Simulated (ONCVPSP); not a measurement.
## Before and after: ONCV potential for cerium

cerium, optimised norm-conserving Vanderbilt (ONCV), made with ONCVPSP 4.0.1 (PBEsol, scalar-relativistic). Core [Kr] 4d10 4f1, reference 5s2 5p6 5d1 6s2. Waves: 5s+6s: rc 2.45 bohr, ncon 4, nbas 7, qcut 5.6 1/bohr, 2 projectors; 5p: rc 1.75 bohr, ncon 5, nbas 8, qcut 3.7 1/bohr, 1 projector; 5d: rc 2.30 bohr, ncon 5, nbas 8, qcut 3.9 1/bohr, 2 projectors, debl 1.6 Ha. Local part: polynomial inside 1.55 bohr (lpopt 3, dvloc0 6 Ha). Core correction: Teter function, fcfact 3, rcfact 1.55.

Change: p: qcut 4.9.

Cutoffs: the cutoffs (Ha) at which the residual kinetic energy of the hardest occupied pseudo-wave falls to 1 and 0.1 mHa per electron; they do not see the model core or the augmentation charge, which bear on the density cutoff. Errors are all-electron minus pseudo energies relative to the spin-unpolarised reference configuration.

Problem. Predict the effect on cutoff, ghosts and configuration errors.

Solution. The potential gets softer (49 Ha and 61 Ha → 24 Ha and 53 Ha); the errors of the 4 common tests hardly move; neither file shows a bound ghost.

| quantity | base | changed |
| --- | --- | --- |
| cutoff, loose | 49 Ha | 24 Ha |
| cutoff, tight | 61 Ha | 53 Ha |
| loose cutoff by channel | s 9.6 Ha, p 49 Ha, d 6.0 Ha | s 9.6 Ha, p 24 Ha, d 6.0 Ha |
| bound ghosts | none | none |
| GHOST(+) flags under 300 eV | s at 203.1 eV | s at 203.1 eV |
| error for 5s2 5p6 5d1 6s1, meV [ΔE 6.10 eV] | -2.0 | -2.1 |
| error for 5s2 5p6 5d1 6s0, meV [ΔE 17.14 eV] | -6.9 | -7.0 |
| error for 5s2 5p6 5d0 6s0, meV [ΔE 36.28 eV] | -35 | -35 |
| error for 5s2 5p6 5d1 6s0 6p2, meV [ΔE 5.05 eV] | +30 | +26 |
| s: phases at 2.49 bohr within 0.05 rad from the reference energy up to (Ha; the scan ends near 5) | 4.8 | 4.8 |
| p: phases at 1.77 bohr within 0.05 rad from the reference energy up to (Ha; the scan ends near 5) | 2.1 | 2.3 |
| d: phases at 2.33 bohr within 0.05 rad from the reference energy up to (Ha; the scan ends near 5) | 2.9 | 2.9 |
| rms error of d²Exc/dni dnj with the model core, mHa | 0.92 | 0.96 |
